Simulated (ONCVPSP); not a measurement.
# Building the ONCV potential for nickel (PBEsol, scalar-relativistic).

nickel (Ni), optimised norm-conserving Vanderbilt (ONCV), made with ONCVPSP 4.0.1 (PBEsol, scalar-relativistic). Core [Ne], reference 3s2 3p6 3d8 4s2. Waves: 3s+4s: rc 1.30 bohr, ncon 4, nbas 8, qcut 9.7 1/bohr, 2 projectors; 3p: rc 0.80 bohr, ncon 4, nbas 8, qcut 10.5 1/bohr, 2 projectors, debl 2.9 Ha; 3d: rc 1.25 bohr, ncon 3, nbas 8, qcut 11.4 1/bohr, 2 projectors, debl 2.1 Ha. Local part: polynomial inside 0.70 bohr (lpopt 1, dvloc0 0 Ha). Core correction: none.

All-electron outer shells of the reference configuration (PBEsol, scalar-relativistic, ld1.x):

```csv
shell,level (eV),outermost node (bohr),outermost maximum (bohr)
2p,-844.17,–,0.16
3s,-110.78,0.30,0.64
3p,-71.25,0.27,0.65
3d,-8.90,–,0.63
4s,-5.66,0.92,2.24
```

Results:

| Item | Value |
| --- | --- |
| Cutoffs needed | 54 Ha and 273 Ha (the cutoffs (Ha) at which the residual kinetic energy of the hardest occupied pseudo-wave falls to 1 and 0.1 mHa per electron) |
| Ghost test | no bound ghost flagged; no localised positive-energy state flagged |
| Largest excitation error | +5.0 meV (all-electron minus pseudo) for 3s2 3p6 3d8.5 4s1.5, out of 4 test configurations |

Generation and tests took about 3.7 s on one core of a shared server CPU.
